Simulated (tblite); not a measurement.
Run record: tight-binding relaxation, `C1[Se][C@@H]([SiH2]C(F)(F)F)CC1`.

Computed with GFN2-xTB geometry optimisation, gas phase (tblite 0.8.0). Start geometry: from a force field or distance geometry. The command runs a driver script over a list of jobs; the input below is this job's line of settings and its coordinates in Å.

Command:
```bash
OMP_NUM_THREADS=1 python probes_run.py task.json out
```

Input:
```
{"job": {"kind": "relax", "xc": "GFN2-xTB", "basis": "xTB"}, "charge": 0, "multiplicity": 1}
F      3.168200     0.345700    -1.192600
C      2.937500    -0.294900    -0.000800
F      4.112800    -0.286400     0.760200
F      2.571700    -1.600600    -0.242500
Si     1.584400     0.570800     0.959500
C      0.030800     0.694700    -0.099900
C     -0.531400    -0.672000    -0.453100
C     -1.991000    -0.484400    -0.806900
C     -2.638900     0.363400     0.268500
Se    -1.342200     1.678600     0.867900
H      1.286100    -0.171100     2.184900
H      2.033400     1.924900     1.300400
H      0.270900     1.252300    -1.018800
H      0.026700    -1.120800    -1.306300
H     -0.466800    -1.356500     0.423300
H     -2.075600     0.030900    -1.780000
H     -2.507700    -1.469400    -0.884600
H     -3.550700     0.868900    -0.126400
H     -2.928100    -0.264900     1.139800
```

Task: What does the run print?

Result: 
```
step      E/eV     max force
  0    -935.68223    2.055
  1    -935.87784    0.978
  2    -935.95912    0.851
  3    -935.99304    0.428
  4    -936.00821    0.296
  5    -936.01518    0.296
  6    -936.02109    0.250
  7    -936.02370    0.135
  8    -936.02596    0.122
  9    -936.02810    0.145
... (52 lines left out)
 62    -936.04868    0.017
 63    -936.04872    0.016
 64    -936.04876    0.013
 65    -936.04879    0.015
 66    -936.04881    0.013
 67    -936.04883    0.012
 68    -936.04885    0.012
 69    -936.04888    0.011
 70    -936.04890    0.010
 71    -936.04891    0.008
```

«max force» is the largest atomic force in eV/Å.

Task: From which step on does the largest force stay under 0.1 eV/Å, and how much energy is left to gain from there?

Result: From step 14 (0.099 eV/Å), 11.9 meV above the end.

Main results: energy lowered by 8.5 kcal/mol over 71 steps; largest atomic force 0.008 eV/Å at the end.

Task: Estimate the wall time. Hardware: one thread of an Arm Neoverse N1, no GPU, shared host with 64 logical CPUs at a one-minute load of 61.

Result: About 1.1 s.
Labels such as C1 count atoms from 1, the log's own numbers from 0.
